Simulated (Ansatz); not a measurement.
ClF₂OSi (`[O][Si](F)(F)Cl`) radical from Hartree–Fock to CCSD(T)

```json
{"atom": "O1", "x (Å)": "0.246", "y (Å)": "-1.400", "z (Å)": "0.822"}
{"atom": "Si2", "x (Å)": "-0.094", "y (Å)": "-0.030", "z (Å)": "-0.014"}
{"atom": "F3", "x (Å)": "-1.245", "y (Å)": "0.803", "z (Å)": "0.653"}
{"atom": "F4", "x (Å)": "-0.560", "y (Å)": "-0.329", "z (Å)": "-1.483"}
{"atom": "Cl5", "x (Å)": "1.652", "y (Å)": "0.956", "z (Å)": "0.023"}
```

The species carries charge 0 and has multiplicity 2. The structure was optimised at the PBE0-D4/def2-TZVP level. Frozen core, unrestricted reference, the Gaussian-basis code of Ansatz. CBS rows extrapolate triple and quadruple zeta; past MP2 they add the triple-zeta difference.

```tsv
basis	HF (Eh)	MP2 corr.
def2-SVP	-1021.87838	-0.72226
def2-TZVPP	-1022.51850	-0.97286
def2-QZVPP	-1022.55422	-1.06840
```

Problem. Estimate the CCSD correlation energy and the (T) correction in each basis where they were run (hartree).

Solution. 
```
     basis  CCSD corr.       (T)
  def2-SVP    -0.75036  -0.01274
def2-TZVPP    -1.00109  -0.03260
 CBS(def2)    -1.16741     as TZ
```
